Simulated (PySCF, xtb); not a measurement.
5-(5-fluoropyrimidin-2-yl)thiophene-2-carbaldehyde (C₉H₅FN₂OS), SMILES O=Cc1ccc(-c2ncc(F)cn2)s1.

xtb 6.7.1 with GFN2-xTB at its own geometry gives an orbital gap of 1.94 eV and a dipole moment of 3.74 D.

The structure is a stationary point at B3LYP-D3(BJ)/def2-SVP. Other conformers were not sampled.

Problem. What does PBE/def2-SVP (PySCF) give? (An estimate is asked for; the answer gives what the named calculation found.)

Solution. gap 2.55 eV (levels -5.74 and -3.19 eV), dipole 3.91 D.
